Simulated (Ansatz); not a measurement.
Program: Ansatz. Geometries: PBE0-D4/def2-TZVP. ΔE: electronic, gas phase. CCSD(T)/CBS is the MP2 limit (def2-TZVPP, def2-QZVPP) plus CCSD(T) − MP2 in def2-TZVPP, frozen cores. This one scheme is used for every species. Functionals use def2-TZVPP. B3LYP here is the variant with VWN-RPA as its local correlation; programs differ in this. def2 core potentials past Kr. For Te outer-core shells are correlated without core-valence functions, which leaves a few kJ/mol of doubt a bond. Each species was taken in one conformer, which may not be the lowest.

Reaction (substitution at a C–Al bond): `C=C[C](=C)[AlH2]` + H₂Te → `C=CC(=C)[TeH]` + `[AlH3]`

`C=C[C](=C)[AlH2]`:

```xyz
12

C    -1.701    0.147    1.114
C    -1.176   -0.281   -0.034
C     0.225   -0.148   -0.419
C     0.630   -0.621   -1.610
Al    1.633    0.675    0.654
H    -1.096    0.642    1.867
H    -2.753    0.017    1.337
H    -1.831   -0.772   -0.756
H    -0.058   -1.104   -2.305
H     1.662   -0.546   -1.942
H     1.388    1.297    2.095
H     3.078    0.694    0.000
```

H₂Te:

```xyz
3

Te    0.337   -0.370   -0.595
H     0.886    0.545    0.672
H    -1.223   -0.174   -0.077
```

`C=CC(=C)[TeH]`:

```xyz
11

C     0.860   -1.328    0.911
C     0.587   -0.052    0.658
C    -0.418    0.468   -0.257
C    -0.673    1.776   -0.343
Te   -1.608   -0.840   -1.418
H     0.309   -2.134    0.439
H     1.638   -1.600    1.613
H     1.160    0.721    1.169
H    -0.148    2.478    0.301
H    -1.395    2.186   -1.038
H    -0.313   -1.674   -2.035
```

`[AlH3]`:

Cartesian coordinates in Å:
```
Al 0.000 0.000 0.000
H 0.085 -0.473 -1.511
H 1.240 -0.208 0.967
H -1.325 0.680 0.545
```

```json
{"level": "r2SCAN-D4", "ΔE (kJ/mol)": "43.8", "difference from CCSD(T)/CBS": "7.8"}
{"level": "PBE0-D4", "ΔE (kJ/mol)": "42.7", "difference from CCSD(T)/CBS": "6.7"}
{"level": "ωB97X-V", "ΔE (kJ/mol)": "43.6", "difference from CCSD(T)/CBS": "7.6"}
{"level": "r2SCAN", "ΔE (kJ/mol)": "44.6", "difference from CCSD(T)/CBS": "8.6"}
{"level": "B3LYP", "ΔE (kJ/mol)": "47.4", "difference from CCSD(T)/CBS": "11.4"}
{"level": "SCS-MP2/def2-TZVPP", "ΔE (kJ/mol)": "33.5", "difference from CCSD(T)/CBS": "-2.5"}
{"level": "CCSD/def2-TZVPP", "ΔE (kJ/mol)": "42.9", "difference from CCSD(T)/CBS": "6.9"}
{"level": "CCSD(T)/def2-TZVPP", "ΔE (kJ/mol)": "39.6", "difference from CCSD(T)/CBS": "3.6"}
{"level": "MP2/def2-QZVPP", "ΔE (kJ/mol)": "29.0", "difference from CCSD(T)/CBS": "-7.0"}
{"level": "HF/CBS(def2)", "ΔE (kJ/mol)": "53.8", "difference from CCSD(T)/CBS": "17.8"}
{"level": "CCSD(T)/CBS", "ΔE (kJ/mol)": "36.0", "difference from CCSD(T)/CBS": "0"}
```

Largest T1 diagnostic among the species: 0.012.

The D4 term adds −6.6 kJ/mol with B3LYP and −3.4 kJ/mol with PBE0; it sums over pairs of atoms, weighted by their polarisabilities, and B3LYP, whose exchange is more repulsive, gets the larger term. In def2-TZVPP, CCSD(T) changes the Hartree–Fock value by −14.8 kJ/mol (the triples alone add −3.3 kJ/mol) and MP2 by −23.2 kJ/mol.
